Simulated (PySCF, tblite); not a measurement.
Species: C₆H₁₃OP.
Z-matrix (Å and degrees, GFN2-xTB geometry), rows numbered from 1:
```
C 
C   1  1.5054
O   2  1.2058  1  123.34
C   2  1.5039  1  114.44  3   178.04
P   4  1.8793  2  107.33  1   -76.95
C   5  1.8782  4   99.10  2  -152.88
C   6  1.5261  5  108.56  4   164.97
C   6  1.5250  5  110.09  4   -73.33
H   1  1.0882  2  109.55  3   113.06
H   1  1.0894  2  109.21  3  -128.56
H   1  1.0867  2  110.37  3    -7.26
H   4  1.0920  2  110.96  1    40.51
H   4  1.0925  2  110.50  1   163.42
H   5  1.4038  4   94.45  2   -57.87
H   6  1.0973  5  108.47  4    46.39
H   7  1.0888  6  110.36  5  -179.54
H   7  1.0887  6  110.46  5    60.62
H   7  1.0889  6  110.85  5   -59.40
H   8  1.0887  6  110.33  5  -178.57
H   8  1.0888  6  110.31  5   -58.92
H   8  1.0887  6  111.12  5    61.36
```

Computed, not measured: PBE0/pcSseg-1 in PySCF (dipole) on a GFN2-xTB geometry, gas phase.

Take the most abundant isotopes and a rigid rotor. The values belong to one conformer with, in the numbering `[CH3:1][C:2](=[O:3])[CH2:4][PH:5][CH:6]([CH3:7])[CH3:8]`, C1–C2–C4–P5 -77°, C2–C4–P5–C6 -153°, C4–P5–C6–C7 165°.

Give the principal moments of inertia and the rotational constants in GHz.

Ia = 139.72, Ib = 655.44, Ic = 673.21 u·Å²; 505379 MHz·u·Å²/I gives 3617, 771.0 and 750.7 MHz, that is A = 3.6172, B = 0.7710, C = 0.7507 GHz.

Classify the top.

A near-prolate asymmetric top; Ray's κ = -0.986.

Is it planar, by Δ = Ic − Ia − Ib?

Not planar: Δ = Ic − Ia − Ib = -121.95 u·Å². For a rigid frame Δ = −2 Σ m c², so Σ m c² = 60.98 u·Å² lies off the ab plane: 14.06 from hydrogen and 46.91 from heavier atoms. The atom farthest from that plane is 1.79 Å away.

Give the other two planar moments, Paa and Pbb, and the rms extents of the mass along the axes.

Paa = Σ m a² = (Ib + Ic − Ia)/2 = 594.47 and Pbb = Σ m b² = (Ia + Ic − Ib)/2 = 78.74 u·Å². With the mass M = 132.07 u, the rms extents √(P/M) along a, b and c are 2.12, 0.77, 0.68 Å.

Give the coordinates in the principal-axis frame, origin at the centre of mass.

The sense of each axis is arbitrary; atoms in the order of the calculation.
```tsv
atom	mass (u)	a (Å)	b (Å)	c (Å)
C1	12.000	2.819	0.607	0.958
C2	12.000	2.160	0.010	-0.256
O3	15.995	2.656	-0.870	-0.915
C4	12.000	0.798	0.569	-0.563
P5	30.974	-0.412	-0.209	0.646
C6	12.000	-1.975	-0.108	-0.391
C7	12.000	-3.030	-1.018	0.231
C8	12.000	-2.467	1.334	-0.457
H9	1.008	3.085	1.642	0.756
H10	1.008	2.117	0.592	1.791
H11	1.008	3.717	0.050	1.214
H12	1.008	0.775	1.650	-0.407
H13	1.008	0.506	0.324	-1.587
H14	1.008	-0.118	-1.527	0.262
H15	1.008	-1.743	-0.462	-1.404
H16	1.008	-3.948	-0.988	-0.354
H17	1.008	-3.258	-0.698	1.246
H18	1.008	-2.679	-2.048	0.268
H19	1.008	-3.387	1.393	-1.037
H20	1.008	-2.668	1.711	0.544
H21	1.008	-1.727	1.980	-0.926
```

Where do the levels up to J = 3 lie, in K?

Above 0(0,0), as E/k:
J = 1: 1(0,1) 0.073, 1(1,1) 0.210, 1(1,0) 0.211
J = 2: 2(0,2) 0.219, 2(1,2) 0.355, 2(1,1) 0.358, 2(2,1) 0.767, 2(2,0) 0.767
J = 3: 3(0,3) 0.438, 3(1,3) 0.572, 3(1,2) 0.578, 3(2,2) 0.987, 3(2,1) 0.987, 3(3,1) 1.672, 3(3,0) 1.672
The levels of one J sum to (2J + 1)J(J + 1)(A + B + C)/3.

Which lines would a microwave search look for?

The dipole components are |μa| = 1.96 D, |μb| = 1.92 D, |μc| = 0.39 D. Intensities carry the squares of the components, which stand as 1.00 : 0.95 : 0.04 (a : b : c). Some lines, for components of 0.1 D or more:

```
type  branch         J(Ka,Kc)    MHz  lower level (cm⁻¹)
   c       Q  3(1,3) ← 3(0,3)   2796               0.305
   b       Q  1(1,0) ← 1(0,1)   2866               0.051
   a       R  2(1,1) ← 1(1,0)   3064               0.146
   a       R  3(0,3) ← 2(0,2)   4565               0.152
   a       R  3(1,2) ← 2(1,1)   4596               0.249
   a       R  4(1,4) ← 3(1,3)   6046               0.398
   b       R  3(1,3) ← 2(0,2)   7361               0.152
   c       R  3(1,2) ← 2(0,2)   7483               0.152
   b       R  2(2,1) ← 1(1,0)  11602               0.146
   c       R  2(2,1) ← 1(1,1)  11623               0.146
   b       R  3(2,1) ← 2(1,2)  13165               0.247
   b       Q  3(3,0) ← 3(2,1)  14281               0.686
   b       Q  4(3,2) ← 4(2,3)  14282               0.889
   b       R  3(3,1) ← 2(2,0)  18847               0.533
   c       R  4(3,2) ← 3(2,2)  20369               0.686
   b       R  4(3,1) ← 3(2,2)  20369               0.686
   b       R  4(4,1) ← 3(3,0)  26081               1.162
```

Its GFN2-xTB frequencies are all real (lowest 30 cm⁻¹). Zero-point vibration and centrifugal distortion are left out. A rigid rotor knows nothing of internal rotation, which can split or shift real lines.

On one thread, Arm Neoverse N1 (shared host), this took 58 s. This is the PBE0/pcSseg-1 job that gave the dipole, with the shieldings it also computed.
